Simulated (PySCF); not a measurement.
Si(H)3(NHiPr) (C3H11NSi), SMILES C(C)(C)N[SiH3]. Atoms are numbered in the order given.

```xyz
16

Si     1.8391     0.3641     0.2540
N      0.4146    -0.6184     0.0005
C     -0.9733    -0.2112     0.2335
C     -1.2043     1.2134    -0.2763
C     -1.9218    -1.2042    -0.4445
H      1.9308     1.0271     1.6138
H      1.9549     1.4644    -0.7669
H      3.0021    -0.5777     0.1046
H      0.5591    -1.6188     0.1629
H     -1.2104    -0.2133     1.3297
H     -2.2503     1.5287    -0.0927
H     -0.5457     1.9461     0.2362
H     -1.0018     1.2754    -1.3654
H     -2.9815    -0.9394    -0.2547
H     -1.7483    -1.2153    -1.5403
H     -1.7612    -2.2344    -0.0630
```

Geometry: PBE-D3(BJ)/def2-SVP. One conformer was computed; it need not be the lowest.

Computed with PBE-D3(BJ)/def2-SVP (PySCF).

Frequencies are harmonic and unscaled.

Question: Estimate the vibrational spectrum. (The exact figures need the calculation; the answer reports its results.)

Answer: 
| mode | ν (cm⁻¹) | IR (km/mol) | moving atoms (share of kinetic energy) |
|---|---|---|---|
| 1 | 59 | 0.3 | H 38 %, N 32 %, C 20 %, Si 11 % |
| 2 | 142 | 1.0 | H 67 %, N 13 %, C 12 % |
| 3 | 188 | 0.6 | H 52 %, C 25 %, Si 15 %, N 9 % |
| 4 | 249 | 0.2 | H 98 % |
| 5 | 284 | 0.1 | H 90 % |
| 6 | 337 | 3.0 | H 41 %, C 41 %, Si 14 % |
| 7 | 376 | 33.2 | H 61 %, C 22 %, N 13 % |
| 8 | 401 | 21.3 | H 53 %, C 37 % |
| 9 | 485 | 20.9 | H 49 %, C 28 %, N 23 % |
| 10 | 649 | 25.8 | H 64 %, C 17 %, Si 15 % |
| 11 | 683 | 28.0 | H 84 %, Si 9 % |
| 12 | 787 | 39.3 | H 42 %, N 34 %, C 13 %, Si 11 % |
| 13 | 857 | 9.0 | C 43 %, H 37 %, N 15 % |
| 14 | 888 | 58.4 | H 96 % |
| 15 | 893 | 0.5 | H 84 %, C 15 % |
| 16 | 916 | 147.5 | H 89 % |
| 17 | 933 | 13.0 | H 68 %, C 28 % |
| 18 | 963 | 164.3 | H 93 % |
| 19 | 997 | 26.6 | H 52 %, N 25 %, C 21 % |
| 20 | 1093 | 4.0 | H 53 %, C 46 % |
| 21 | 1126 | 6.0 | C 51 %, H 45 % |
| 22 | 1177 | 47.6 | C 44 %, H 42 %, N 14 % |
| 23 | 1277 | 64.5 | H 74 %, C 15 %, N 10 % |
| 24 | 1309 | 34.8 | H 79 %, C 21 % |
| 25 | 1325 | 5.2 | H 79 %, C 17 % |
| 26 | 1346 | 22.3 | H 74 %, C 25 % |
| 27 | 1371 | 17.3 | H 68 %, C 24 % |
| 28 | 1406 | 1.2 | H 97 % |
| 29 | 1413 | 2.9 | H 87 %, C 11 % |
| 30 | 1420 | 6.3 | H 93 % |
| 31 | 1431 | 3.6 | H 94 % |
| 32 | 2098 | 158.6 | H 97 % |
| 33 | 2156 | 99.3 | H 97 % |
| 34 | 2172 | 119.1 | H 96 % |
| 35 | 2856 | 71.8 | H 92 % |
| 36 | 2963 | 28.6 | H 97 % |
| 37 | 2966 | 4.7 | H 97 % |
| 38 | 3049 | 11.7 | H 91 %, C 9 % |
| 39 | 3051 | 31.8 | H 91 %, C 9 % |
| 40 | 3065 | 7.4 | H 91 %, C 9 % |
| 41 | 3071 | 29.6 | H 91 %, C 9 % |
| 42 | 3500 | 10.7 | H 93 % |
